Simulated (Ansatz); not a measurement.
C$_{2}$H$_{4}$OSn, SMILES `C1=[CH][SnH2][O]1`. The species carries charge 0 and has multiplicity 1. Sn: def2 effective core potential.

```xyz
8

C    -0.7961    0.1675    0.9389
C     0.3296   -0.5687    0.8909
Sn    0.5536    0.0565   -1.0962
O    -1.1358    0.8316   -0.1790
H    -1.4688    0.2869    1.7891
H     0.7855   -1.1735    1.6571
H     1.6105    1.3099   -1.5671
H     0.1214   -0.9102   -2.4336
```

(1) What are the harmonic wavenumbers in cm⁻¹ at PBE0-D4/def2-TZVP (Ansatz, finite differences of forces, unscaled)? (Estimate.)

(2) Is this a minimum?

(3) Give the ideal-gas thermochemistry at 298.15 K and 1 bar (rigid rotor, harmonic oscillator; point group Cs, symmetry number 1).

(4) Rotational constants (cm⁻¹)?

Results:

(1) Ansatz gave: 284, 420, 424, 481, 503, 565, 678, 712, 836, 967, 1012, 1179, 1283, 1563, 1945, 1948, 3135, 3282.

(2) Yes, all 18 modes are real.

(3) Zero-point energy 126.9 kJ/mol; H(298) − E = 142.2 kJ/mol; entropy 304.8 J/(mol·K), of which translation 172.4, rotation 106.4, vibration 26.1; G(298) − E = 51.4 kJ/mol.

(4) 0.3699, 0.1221, 0.09598.
